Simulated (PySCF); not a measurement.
Simulated outer-valence photoelectron spectrum of `p1cc(Br)oc1`. Computed with EOM-IP-CCSD/aug-cc-pVDZ in PySCF, restricted Hartree–Fock reference, 18 core orbitals frozen, non-relativistic, gas phase, PBE0-D3(BJ)/def2-SVP geometry.

Each root has a Gaussian of 0.6 eV full width with its one-hole share as area; cross sections and vibrations are left out, and the highest printed point is 100.

ionisation energy (eV), intensity and a bar:
```
      8.0          0 
      8.2          2 #
      8.4         12 ###
      8.6         38 ###########
      8.8         65 ####################
      9.0         61 ##################
      9.2         31 #########
      9.4         10 ###
      9.6          9 ###
      9.8         31 #########
     10.0         69 #####################
     10.2         97 #############################
     10.4        100 ##############################
     10.6         76 #######################
     10.8         41 ############
     11.0         30 #########
     11.2         52 ################
     11.4         79 ########################
     11.6         88 ##########################
     11.8         85 #########################
     12.0         67 ####################
     12.2         40 ############
     12.4         40 ############
     12.6         62 ###################
     12.8         64 ###################
     13.0         36 ###########
     13.2         11 ###
     13.4          3 #
     13.6          8 ##
     13.8         30 #########
     14.0         60 ##################
     14.2         67 ####################
     14.4         52 ###############
     14.6         54 ################
     14.8         68 ####################
     15.0         56 #################
     15.2         25 ########
     15.4          6 ##
     15.6          1
```

Task: Where are the maxima, and how many lines lie under the curve?

Result: 6 maxima, at 8.9, 10.3, 11.6, 12.7, 14.1 and 14.8 eV, from 8 lines. At this width some lines have no maximum of their own.

Task: List the lines with their holes.

Result: 
```tsv
E (eV)	leading hole (HF orbital)	area	Koopmans (eV)
8.88	HOMO	0.96	8.90
10.13	HOMO-1	0.95	10.67
10.51	HOMO-2	0.95	11.34
11.41	HOMO-3	0.95	12.24
11.88	HOMO-4	0.94	12.82
12.72	HOMO-5	0.95	14.04
14.12	HOMO-6	0.94	15.78
14.85	HOMO-7	0.94	16.56
```

The widest gap, 1.40 eV, lies between 12.72 and 14.12 eV. Only orbitals with −ε under 21 eV, eight at most, were ionised, so the high end of the curve may lack lines.
